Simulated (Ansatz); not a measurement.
`CCCCCCCCCCO` was relaxed with PBE0-D4 (def2-SVP) in Ansatz in these states: charge +1 doublet, neutral singlet. The geometries follow in no particular order.

A:

Cartesian coordinates in Å:
```
C -3.841 1.567 -3.799
C -3.283 0.935 -2.534
C -1.834 1.310 -2.256
C -1.270 0.686 -0.988
C 0.180 1.068 -0.718
C 0.758 0.525 0.586
C 0.881 -0.993 0.637
C 1.470 -1.539 1.935
C 2.920 -1.150 2.198
C 3.497 -1.791 3.452
O 2.847 -1.392 4.631
H -3.262 1.263 -4.687
H -3.805 2.667 -3.746
H -4.889 1.278 -3.972
H -3.904 1.228 -1.668
H -3.366 -0.164 -2.600
H -1.209 1.013 -3.119
H -1.747 2.410 -2.193
H -1.891 0.988 -0.125
H -1.367 -0.412 -1.056
H 0.809 0.730 -1.563
H 0.260 2.169 -0.712
H 0.133 0.867 1.432
H 1.750 0.979 0.745
H -0.113 -1.447 0.488
H 1.499 -1.336 -0.213
H 1.394 -2.641 1.924
H 0.843 -1.195 2.779
H 3.542 -1.442 1.334
H 3.009 -0.055 2.298
H 4.552 -1.494 3.568
H 3.490 -2.896 3.338
H 1.949 -1.738 4.607
```

B:

```xyz
33

C    -2.414   -4.259   -2.611
C    -1.510   -3.591   -1.588
C    -1.798   -2.062   -1.559
C    -0.891   -1.401   -0.535
C    -1.126    0.141   -0.561
C    -0.273    0.832    0.488
C     1.232    0.815    0.269
C     1.989    1.630    1.309
C     1.552    3.089    1.343
C     2.345    3.996    2.289
O     2.448    3.539    3.583
H    -2.241   -3.884   -3.630
H    -3.480   -4.138   -2.368
H    -2.189   -5.343   -2.612
H    -1.678   -4.004   -0.581
H    -0.450   -3.754   -1.835
H    -1.629   -1.643   -2.564
H    -2.859   -1.901   -1.309
H    -1.097   -1.790    0.475
H     0.169   -1.600   -0.758
H    -0.899    0.532   -1.566
H    -2.195    0.323   -0.371
H    -0.524    0.462    1.497
H    -0.619    1.896    0.465
H     1.601   -0.224    0.296
H     1.462    1.199   -0.740
H     3.071    1.573    1.095
H     1.837    1.165    2.300
H     1.614    3.535    0.337
H     0.495    3.161    1.674
H     1.947    5.020    2.330
H     3.374    4.074    1.845
H     2.736    2.612    3.594
```

Question: Judge from the bond lengths which geometry belongs to which state (an estimate).

Answer: A is the neutral singlet (C4–C5 1.523 Å, C2–C3 1.523 Å, C10–O11 1.404 Å); B is the charge +1 doublet (C4–C5 1.560 Å, C2–C3 1.556 Å, C10–O11 1.377 Å).
